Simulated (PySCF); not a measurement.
Magnetisability: SMILES O=C(F)/C(=C/F)C(F)(F)F, C4HF5O

Molfile (atoms numbered from 1):
```
C4HF5O
     RDKit          3D

 11 10  0  0  0  0  0  0  0  0999 V2000
   -0.9214   -2.1579    0.2643 O   0  0  0  0  0  0  0  0  0  0  0  0
   -1.1245   -1.0022    0.1931 C   0  0  0  0  0  0  0  0  0  0  0  0
   -2.3936   -0.5212    0.2916 F   0  0  0  0  0  0  0  0  0  0  0  0
   -0.1619    0.1007    0.0024 C   0  0  0  0  0  0  0  0  0  0  0  0
   -0.5645    1.3757   -0.0326 C   0  0  0  0  0  0  0  0  0  0  0  0
    0.2418    2.3949   -0.1886 F   0  0  0  0  0  0  0  0  0  0  0  0
    1.2815   -0.3477   -0.1265 C   0  0  0  0  0  0  0  0  0  0  0  0
    1.7046   -0.9340    0.9989 F   0  0  0  0  0  0  0  0  0  0  0  0
    2.1197    0.6568   -0.3793 F   0  0  0  0  0  0  0  0  0  0  0  0
    1.4273   -1.2329   -1.1167 F   0  0  0  0  0  0  0  0  0  0  0  0
   -1.6036    1.6705    0.0675 H   0  0  0  0  0  0  0  0  0  0  0  0
  1  2  2  0
  2  3  1  0
  2  4  1  0
  4  5  2  0
  5  6  1  0
  4  7  1  0
  7  8  1  0
  7  9  1  0
  7 10  1  0
  5 11  1  0
M  END
```

Level of theory: PySCF, GIAO HF/pcSseg-1 magnetisability, rotational g tensor and spin-rotation constants, non-relativistic, gas phase. Geometry: GFN2-xTB.

How diamagnetic is it, and how anisotropic?

Isotropic -1063 × 10⁻³⁰ J/T², or -64.0 × 10⁻⁶ cm³/mol; principal values -1190, -1023, -977 × 10⁻³⁰ J/T², anisotropy 195 × 10⁻³⁰ J/T² (root of half the summed squared differences of the principal values). The susceptibility is in cgs units.

Split it along the inertial axes a, b, c into diamagnetic and paramagnetic parts about the centre of mass, with the quadrupole moment.


```
axis  χ (10⁻⁶ cm³/mol)  diamagnetic (10⁻⁶ cm³/mol)  paramagnetic (10⁻⁶ cm³/mol)  summed x² of all electrons (Å²)  quadrupole Θ (D Å)
   a             -60.0                      -735.4                        675.4                            183.8               -7.95
   b             -60.4                      -915.1                        854.7                            141.5               +3.35
   c             -71.7                     -1380.0                       1308.3                             31.9               +4.60
```
Anisotropies 2χaa − χbb − χcc = +12.1 and 2χbb − χaa − χcc = +10.9 × 10⁻⁶ cm³/mol. Θ is traceless in Buckingham's convention.

And the rotational g tensor?


| axis | rotational constant (GHz) | g | nuclear part | electronic part |
| --- | --- | --- | --- | --- |
| a | 1.6368 | -0.0261 | 0.4933 | -0.5194 |
| b | 1.2670 | -0.0239 | 0.4848 | -0.5088 |
| c | 0.8159 | -0.0114 | 0.4901 | -0.5015 |

Asymmetric top; isotopes 12C, 19F, 1H, 16O; no vibrational averaging.
